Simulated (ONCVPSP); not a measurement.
# What one change does to a pseudopotential (N, ONCV)

ONCVPSP 4.0.1 input, shortened (lines: element, Z, core and valence counts, functional; n l f; lmax; l rc ep ncon nbas qcut; lloc lpopt rc5 dvloc0; l nproj debl; icmod fcfact rcfact), PBE, scalar-relativistic:

```
  N 7.00    1    2        4      upf
    1    0    2.00
    2    0    2.00
    2    1    1.50
    2
    0    0.95    0.00    3    6    5.40
    1    1.65    0.00    5    8    8.00
    2    1.45    0.06    5    8    7.00
    4    5    0.70    1.00
    0    2    3.80
    1    3    2.00
    2    1    0.80
    3    5.50    1.00
```

Change: reference 2s2 2p3.

Cutoffs: the cutoffs (Ha) at which the residual kinetic energy of the hardest occupied pseudo-wave falls to 1 and 0.1 mHa per electron; they do not see the model core or the augmentation charge, which bear on the density cutoff. Errors are all-electron minus pseudo energies relative to the spin-unpolarised reference configuration.

Question: What does the change do?

Answer: The potential gets neither clearly harder nor softer (86 Ha and 144 Ha → 82 Ha and 137 Ha); neither file shows a bound ghost.

| quantity | base | changed |
| --- | --- | --- |
| cutoff, loose | 86 Ha | 82 Ha |
| cutoff, tight | 144 Ha | 137 Ha |
| loose cutoff by channel | s 86 Ha, p 25 Ha | s 82 Ha, p 24 Ha |
| bound ghosts | none | none |
| GHOST(+) flags under 300 eV | none | none |
| largest error over its own tests, meV | +74 | +784 |
| s: phases at 0.96 bohr within 0.05 rad from the reference energy up to (Ha; the scan ends near 5) | to the end of the scan | to the end of the scan |
| p: phases at 1.68 bohr within 0.05 rad from the reference energy up to (Ha; the scan ends near 5) | to the end of the scan | to the end of the scan |
| d: phases at 1.47 bohr within 0.05 rad from the reference energy up to (Ha; the scan ends near 5) | to the end of the scan | to the end of the scan |
| rms error of d²Exc/dni dnj with the model core, mHa | 5.03 | 2.21 |
